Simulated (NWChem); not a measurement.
Species: C$_{2}$H$_{3}$FN$_{2}$Si; SMILES N#C/N=C\[SiH2]F

```xyz
9

N      0.9389     2.7318    -0.0009
C      0.0135     2.0180    -0.0004
N     -1.1226     1.2987    -0.0001
C     -1.0640     0.0092     0.0006
Si     0.5123    -1.0679     0.0012
F     -0.0139    -2.5929    -0.0019
H     -2.0404    -0.4869     0.0009
H      1.2892    -0.8034     1.2329
H      1.2929    -0.7994    -1.2273
```
Atoms are numbered in this order, from 1.

Program: NWChem. All runs use the structure optimised with B3LYP/6-31G* (spherical d). Total energies of different functionals are on different scales.

```tsv
level	energy (Ha)	highest occupied level (eV)	orbital gap (eV)	dipole (D)
PBE/def2-TZVP	-576.5214	-7.00	3.04	2.96
B3LYP/def2-TZVP	-577.0113	-8.15	4.93	3.10
Hartree-Fock/def2-TZVP	-574.8940	-11.69	12.52	3.62
TPSSh/def2-TZVP	-577.0086	-7.62	4.18	3.09
BLYP/def2-TZVP	-576.9367	-6.88	3.08	2.98
```
